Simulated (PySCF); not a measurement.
C₃H₁₁FSi₂.
Bonds: C1–C2, C2–Si3, C2–Si4, C2–C5, C5–F6. Hydrogens: H7, H8, H9 on C1; H10, H11, H12 on Si3; H13, H14, H15 on Si4; H16, H17 on C5.

The same species was optimised twice, with GFN2-xTB and with PBE0-D3(BJ)/def2-SVP (PySCF), and the same property calculations (PySCF, gas phase) were run on both structures.

```json
{"coordinate": "C2–Si4 (Å)", "GFN2-xTB": "1.916", "PBE0-D3(BJ)/def2-SVP": "1.905", "change": "-0.011"}
{"coordinate": "C2–Si3 (Å)", "GFN2-xTB": "1.916", "PBE0-D3(BJ)/def2-SVP": "1.905", "change": "-0.011"}
{"coordinate": "C1–C2 (Å)", "GFN2-xTB": "1.530", "PBE0-D3(BJ)/def2-SVP": "1.536", "change": "+0.006"}
{"coordinate": "C2–C5 (Å)", "GFN2-xTB": "1.521", "PBE0-D3(BJ)/def2-SVP": "1.523", "change": "+0.002"}
{"coordinate": "C5–F6 (Å)", "GFN2-xTB": "1.377", "PBE0-D3(BJ)/def2-SVP": "1.375", "change": "-0.002"}
{"coordinate": "Si3–C2–Si4 (°)", "GFN2-xTB": "111.6", "PBE0-D3(BJ)/def2-SVP": "109.4", "change": "-2.2"}
{"coordinate": "C1–C2–C5 (°)", "GFN2-xTB": "107.4", "PBE0-D3(BJ)/def2-SVP": "108.8", "change": "+1.4"}
{"coordinate": "Si4–C2–C5 (°)", "GFN2-xTB": "109.1", "PBE0-D3(BJ)/def2-SVP": "110.0", "change": "+0.9"}
{"coordinate": "Si3–C2–C5 (°)", "GFN2-xTB": "109.0", "PBE0-D3(BJ)/def2-SVP": "109.7", "change": "+0.7"}
{"coordinate": "C1–C2–Si4 (°)", "GFN2-xTB": "109.9", "PBE0-D3(BJ)/def2-SVP": "109.4", "change": "-0.5"}
{"coordinate": "C2–C5–F6 (°)", "GFN2-xTB": "111.2", "PBE0-D3(BJ)/def2-SVP": "110.8", "change": "-0.4"}
{"coordinate": "C1–C2–Si3 (°)", "GFN2-xTB": "109.8", "PBE0-D3(BJ)/def2-SVP": "109.6", "change": "-0.2"}
{"coordinate": "C1–C2–C5–F6 (°)", "GFN2-xTB": "180", "PBE0-D3(BJ)/def2-SVP": "-179", "change": "+1"}
```

Rotational constants: A = 2074, B = 1937, C = 1573 MHz (GFN2-xTB) against A = 2045, B = 1964, C = 1588 MHz (PBE0-D3(BJ)/def2-SVP). Atoms that the bonding makes alike are paired by their places after alignment.

On the GFN2-xTB structure: lowest singlet, TDDFT (eV) 7.00 [B3LYP/def2-SVPD]; lowest triplet, Tamm–Dancoff (eV) 6.70 [B3LYP/def2-SVPD]; isotropic polarisability (au) 92.4 [B3LYP/def2-SVPD]; HOMO (eV) -7.83 [B3LYP/def2-SVPD]; LUMO (eV) 0.06 [B3LYP/def2-SVPD]; dipole (D) 1.88 [B3LYP/def2-SVPD].

Task: What do these properties become on the PBE0-D3(BJ)/def2-SVP structure?

Result: 
| property | level | on GFN2-xTB | on PBE0-D3(BJ)/def2-SVP | change |
| --- | --- | --- | --- | --- |
| lowest singlet, TDDFT (eV) | B3LYP/def2-SVPD | 7.00 | 7.04 | +0.04 |
| lowest triplet, Tamm–Dancoff (eV) | B3LYP/def2-SVPD | 6.70 | 6.76 | +0.06 |
| isotropic polarisability (au) | B3LYP/def2-SVPD | 92.4 | 94.4 | +2.0 |
| HOMO (eV) | B3LYP/def2-SVPD | -7.83 | -7.90 | -0.07 |
| LUMO (eV) | B3LYP/def2-SVPD | 0.06 | 0.02 | -0.04 |
| dipole (D) | B3LYP/def2-SVPD | 1.88 | 1.98 | +0.10 |
| energy, GFN2-xTB geometry as zero (kcal/mol) | B3LYP/def2-SVPD | 0.0 | -1.5 | -1.5 |

The heavy atoms differ by 0.024 Å rms after alignment (one structure mirrored). Among bonds between heavy atoms C2–Si3 and C2–Si4 change most and about equally (-0.011 Å). Changes are differences of the printed values. Neither structure is proved a minimum here.

Conformer computed: `[CH3:1][C:2]([SiH3:3])([SiH3:4])[CH2:5][F:6]`: C1–C2–C5–F6 -179°.
